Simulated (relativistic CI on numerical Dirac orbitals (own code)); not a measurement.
N⁵⁺: calculation against measurement

Computed by Dirac-Coulomb-Breit CI, separate exchange-only KLI orbitals for each configuration, a model potential for QED, valence Slater integrals scaled by 0.85, P86 correlation energy added to each configuration (own radial code, finite nucleus).

Configuration list: 1s2, 1s 2s, 1s 2p, 1s 3s, 1s 3p, 1s 3d, 1s 4s, 1s 4p, 1s 4d, 1s 4f, 1s 5s, 1s 5p, 1s 5d, 1s 5f, 1s 5g, 1s 6s, 1s 6p, 1s 6d. Levels of other configurations are missing.

```
Configuration  Term (tabulated)  J  Measured (cm⁻¹)  Computed  Error  Purity (%)
          1s2                1S  0              0.0         0      0         100
        1s 2s                3S  1        3385890.0   3382683  -3207         100
        1s 2p               3P°  1        3438320.0   3436651  -1669         100
        1s 2p               3P°  2        3438610.0   3436935  -1675         100
        1s 2p               1P°  1        3473790.0   3469288  -4502         100
        1s 3p               1P°  1        4016390.0   4011746  -4644         100
        1s 4p               1P°  1        4206810.0   4202545  -4265         100
```

Measured levels from Moore, Selected Tables of Atomic Spectra, NSRDS-NBS 3, section 4; pairs were made by configuration, J and term (by order where the table uses no LS term), so strongly mixed levels may be paired wrongly.

Mean error by configuration (cm⁻¹): 1s 2s -3207; 1s 2p -2615; 1s 3p -4644; 1s 4p -4265. Over the excited levels the mean absolute error is 3327 cm⁻¹ (6 of the 6 excited levels that our extract of the source holds in range could be paired), and the median relative error of those above 1,000 cm⁻¹ is 0.098 %.
